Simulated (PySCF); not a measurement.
PySCF input file for OSr, SMILES [O]=[Sr], TDDFT-LC-ωPBE/def2-TZVPD. Geometry optimised at B3LYP-D3(BJ)/def2-TZVPD. The def2 effective core potentials stand for the cores of Sr; spin–orbit coupling is left out.

```python
import numpy as np
from pyscf import gto, scf, dft, tdscf

mol = gto.M(
    atom='''
    Sr    0.00000000    0.00000000   -0.33710395
    O     0.00000000    0.00000000    1.60124378
    ''',
    basis='def2-TZVPD',
    ecp={'Sr': 'def2-tzvp'},
    charge=0,
    spin=0,
    symmetry=True,
    symmetry_subgroup='C2v',
    max_memory=1600,
    verbose=4,
)
mf = dft.RKS(mol, xc='lc_wpbe').density_fit(auxbasis='def2-universal-jkfit')
mf.grids.level = 3
mf.conv_tol = 1e-9
mf.max_cycle = 100
mf.kernel()
mf.grids = dft.Grids(mol).set(level=1).build(with_non0tab=True)  # coarser grid for the response kernel
td = tdscf.TDDFT(mf)
td.singlet = True
td.nstates = 10
td.conv_tol = 1e-4
td.kernel(x0=td.get_init_guess(mf, 15))
td.analyze()
tt = tdscf.TDA(mf)
tt.singlet = False
tt.nstates = 4
tt.conv_tol = 1e-4
tt.kernel(x0=tt.get_init_guess(mf, 9))
tt.analyze(verbose=3)
```

Log of the run:

```
PySCF version 2.14.0

[INPUT] verbose = 4
[INPUT] num. atoms = 2
[INPUT] num. electrons = 18
[INPUT] charge = 0
[INPUT] spin (= nelec alpha-beta = 2S) = 0
[INPUT] symmetry True subgroup C2v
[INPUT] Mole.unit = angstrom
[INPUT] Symbol           X                Y                Z      unit          X                Y                Z       unit  Magmom
[INPUT]  1 Sr     0.000000000000   0.000000000000  -0.337103950000 AA    0.000000000000   0.000000000000  -0.637034141009 Bohr   0.0
[INPUT]  2 O      0.000000000000   0.000000000000   1.601243780000 AA    0.000000000000   0.000000000000   3.025912202863 Bohr   0.0

nuclear repulsion = 21.8403417603507
point group symmetry = Coov, use subgroup C2v
symmetry origin: [0.00000000e+00 0.00000000e+00 5.75134035e-09]
symmetry axis x: [1. 0. 0.]
symmetry axis y: [0. 1. 0.]
symmetry axis z: [0. 0. 1.]
num. orbitals of irrep A1 = 34
num. orbitals of irrep A2 = 7
num. orbitals of irrep B1 = 16
num. orbitals of irrep B2 = 16
number of shells = 27
number of NR pGTOs = 108
number of NR cGTOs = 73
basis = def2-TZVPD
ecp = {'Sr': 'def2-tzvp'}


[settings echo left out]
init E= -104.035486499105
HOMO (A1) = -0.603873617598495  LUMO (A1) = -0.302967565847592  gap/eV = 8.18807
cycle= 1 E= -105.443201155088  delta_E= -1.41  |g|= 1.43  |ddm|= 2.84
HOMO (B1) = 0.008241091321744  LUMO (A1) = 0.0374224534034191  gap/eV = 0.79407
cycle= 2 E= -97.2085513987677  delta_E= 8.23  |g|=    3  |ddm|= 4.15
HOMO (A1) = -0.530823118046975  LUMO (A1) = -0.0762809253915897  gap/eV = 12.36872
cycle= 3 E= -105.532307252937  delta_E= -8.32  |g|= 1.22  |ddm|= 4.15
HOMO (A1) = -0.433644596135949  LUMO (A1) = -0.0720837010936322  gap/eV = 9.83857
cycle= 4 E= -105.714326247375  delta_E= -0.182  |g|= 0.876  |ddm|= 0.293
HOMO (A1) = -0.228060452814244  LUMO (A1) = -0.0226181241161036  gap/eV = 5.59037
cycle= 5 E= -105.898616691574  delta_E= -0.184  |g|= 0.113  |ddm|= 0.607
HOMO (A1) = -0.240968015312951  LUMO (A1) = -0.0170946779202907  gap/eV = 6.09190
cycle= 6 E= -105.901984331695  delta_E= -0.00337  |g|= 0.0253  |ddm|= 0.196
HOMO (A1) = -0.243381655129451  LUMO (A1) = -0.0155941838035893  gap/eV = 6.19841
cycle= 7 E= -105.902335143479  delta_E= -0.000351  |g|= 0.0281  |ddm|= 0.0628
HOMO (A1) = -0.248912772769476  LUMO (A1) = -0.0155069483401284  gap/eV = 6.35130
cycle= 8 E= -105.902637730461  delta_E= -0.000303  |g|= 0.00634  |ddm|= 0.0443
HOMO (A1) = -0.250864706845082  LUMO (A1) = -0.015550275461969  gap/eV = 6.40323
cycle= 9 E= -105.902701997083  delta_E= -6.43e-05  |g|= 0.00306  |ddm|= 0.0297
HOMO (A1) = -0.250856876124931  LUMO (A1) = -0.0155331177947495  gap/eV = 6.40349
cycle= 10 E= -105.902715714492  delta_E= -1.37e-05  |g|= 0.0021  |ddm|= 0.0161
HOMO (A1) = -0.250420918772377  LUMO (A1) = -0.0154907080528979  gap/eV = 6.39278
cycle= 11 E= -105.902718525599  delta_E= -2.81e-06  |g|= 0.000124  |ddm|= 0.00877
HOMO (A1) = -0.250412730599805  LUMO (A1) = -0.0154928590991794  gap/eV = 6.39250
cycle= 12 E= -105.902718559198  delta_E= -3.36e-08  |g|= 8.88e-05  |ddm|= 0.000584
HOMO (A1) = -0.250429028503657  LUMO (A1) = -0.0154878311846041  gap/eV = 6.39308
cycle= 13 E= -105.90271856334  delta_E= -4.14e-09  |g|= 1.24e-05  |ddm|= 0.000204
HOMO (A1) = -0.250429978595641  LUMO (A1) = -0.015487421411251  gap/eV = 6.39311
cycle= 14 E= -105.902718563688  delta_E= -3.47e-10  |g|= 2.56e-06  |ddm|= 7.21e-05
HOMO (A1) = -0.250430451610043  LUMO (A1) = -0.0154872735109421  gap/eV = 6.39313
Extra cycle  E= -105.902718563695  delta_E= -7.74e-12  |g|= 1.54e-06  |ddm|= 1.04e-05
converged SCF energy = -105.902718563695
tot grids = 13272


******** <class 'pyscf.tdscf.rks.TDDFT'> for <class 'pyscf.df.df_jk.DFSymAdaptedRKS'> ********
nstates = 10 singlet
deg_eia_thresh = 1.000e-03
wfnsym = None
conv_tol = 0.0001
eigh lindep = 1e-12
eigh level_shift = 0
eigh max_cycle = 100


Excitation energies (eV)
[2.20407806 2.64840576 2.64840577 3.847338   3.84733802 4.25377724
 4.25379126 4.27599568 4.33669911 4.33672776]

** Singlet excitation energies and oscillator strengths **
Excited State   1:   A1      2.20408 eV    562.52 nm  f=0.0253
       9 -> 10        0.62770
       9 -> 13        0.26609
       9 -> 19        0.14597
Excited State   2:   B1      2.64841 eV    468.15 nm  f=0.0090
       7 -> 10       -0.63578
       7 -> 13       -0.25129
       7 -> 19       -0.14659
Excited State   3:   B2      2.64841 eV    468.15 nm  f=0.0090
       8 -> 10       -0.63578
       8 -> 13       -0.25129
       8 -> 19       -0.14659
Excited State   4:   B1      3.84734 eV    322.26 nm  f=0.0064
       9 -> 11       -0.68157
       9 -> 20       -0.18564
Excited State   5:   B2      3.84734 eV    322.26 nm  f=0.0064
       9 -> 12       -0.68157
       9 -> 21       -0.18564
Excited State   6:   A2      4.25378 eV    291.47 nm  f=0.0000
       9 -> 15        0.63486
       9 -> 23        0.29525
Excited State   7:   A1      4.25379 eV    291.47 nm  f=0.0000
       9 -> 14        0.63485
       9 -> 22        0.29524
Excited State   8:   A1      4.27600 eV    289.95 nm  f=0.0909
       9 -> 10       -0.27968
       9 -> 13        0.60018
       9 -> 24        0.18558
Excited State   9:   A1      4.33670 eV    285.90 nm  f=0.0000
       7 -> 11        0.47738
       7 -> 20        0.12963
       8 -> 12       -0.47738
       8 -> 21       -0.12963
Excited State  10:   A2      4.33673 eV    285.89 nm  f=0.0000
       7 -> 12        0.47739
       7 -> 21        0.12963
       8 -> 11        0.47739
       8 -> 20        0.12963

** Transition electric dipole moments (AU) **
state          X           Y           Z        Dip. S.      Osc.
  1        -0.0000     -0.0000      0.6848      0.4690      0.0253
  2        -0.3725     -0.0000      0.0000      0.1388      0.0090
  3        -0.0000     -0.3725      0.0000      0.1388      0.0090
  4         0.2605      0.0000      0.0000      0.0679      0.0064
  5         0.0000      0.2605     -0.0000      0.0679      0.0064
  6         0.0000      0.0000     -0.0000      0.0000      0.0000
  7        -0.0000      0.0000      0.0000      0.0000      0.0000
  8         0.0000      0.0000     -0.9314      0.8675      0.0909
  9        -0.0000      0.0000     -0.0000      0.0000      0.0000
 10         0.0000      0.0000     -0.0000      0.0000      0.0000

WARN: ECP detected. Skipping calculation of transition velocity and magnetic dipole moments, which have not yet been implemented.



******** <class 'pyscf.tdscf.rks.TDA'> for <class 'pyscf.df.df_jk.DFSymAdaptedRKS'> ********
nstates = 4 triplet
deg_eia_thresh = 1.000e-03
wfnsym = None
conv_tol = 0.0001
eigh lindep = 1e-12
eigh level_shift = 0
eigh max_cycle = 100


Excitation energies (eV)
[2.01831406 2.5483649  2.54836491 3.79306759]

** Triplet excitation energies and oscillator strengths **
Excited State   1:   A1      2.01831 eV    614.30 nm  f=0.0000
Excited State   2:   B2      2.54836 eV    486.52 nm  f=0.0000
Excited State   3:   B1      2.54836 eV    486.52 nm  f=0.0000
Excited State   4:   A1      3.79307 eV    326.87 nm  f=0.0000
```

Self-consistency was reached.

Cost: very roughly 23 core-seconds.
